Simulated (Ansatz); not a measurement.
**A cut through the energy surface**

C2H7BO (SMILES CB(C)O), closed shell, at its PBE0-D4/def2-TZVP minimum:

C1  (-0.082, 1.351, -0.617)
B2  (-0.215, -0.175, -0.276)
C3  (0.473, -0.811, 0.991)
O4  (-0.955, -0.936, -1.132)
H5  (-0.433, 1.594, -1.622)
H6  (-0.678, 1.935, 0.095)
H7  (0.946, 1.706, -0.503)
H8  (0.148, -1.830, 1.223)
H9  (1.558, -0.842, 0.835)
H10  (0.321, -0.195, 1.882)
H11  (-1.018, -1.854, -0.856)
(Å)

The bond length O4–H11 (0.961 Å at the minimum) is set to the values below, the two halves moving rigidly along the bond. Each method's energies count from its own value at the PBE0-D4 minimum structure. Ansatz 0.2.0; basis: def2-TZVPP; cores frozen in the correlated methods.

CCSD(T) energies along the scan:
| bond length (Å) | CCSD(T) (kcal/mol) |
| --- | --- |
| 0.845 | 10.54 |
| 0.879 | 4.80 |
| 0.928 | 0.67 |
| 0.985 | 0.35 |
| 1.048 | 3.80 |
| 1.116 | 10.32 |
| 1.189 | 19.15 |
| 1.265 | 29.27 |
| 1.345 | 40.13 |
They count from the CCSD(T) energy at the PBE0-D4 minimum.

Minimum and curvature along this coordinate at CCSD(T): A fifth-order fit through the nearest points gives 0.960 Å, with a curvature of about 52 eV/Å².

Question: Treat the two halves as rigid bodies and work out the harmonic wavenumber of this stretch from that curvature (ν̃ = 521.5 √(k/μ) cm⁻¹ with k in eV/Å² and μ in u).

Answer: The halves weigh 56.88 and 1.01 u, so μ = 56.88 × 1.01/57.89 = 0.992 u and ν̃ = 521.5 √(52/0.992) ≈ 3800 cm⁻¹. A true normal mode mixes in other motions, so this is a guide only.

Largest difference from the CCSD(T) curve over the scan: PBE-D4 4.42; HF 12.03; MP2 0.82 kcal/mol. Each curve counts from its own value at the minimum.

No T1 diagnostic of these runs exceeds 0.014.

For scale, one of the runs: CCSD(T)/def2-TZVPP, 222 basis functions (an equivalent command: `ansatz run in.yaml --threads 4`). Time: 52 s of wall clock on 4 CPU threads; the host was shared. Peak host memory: 3.7 GiB.
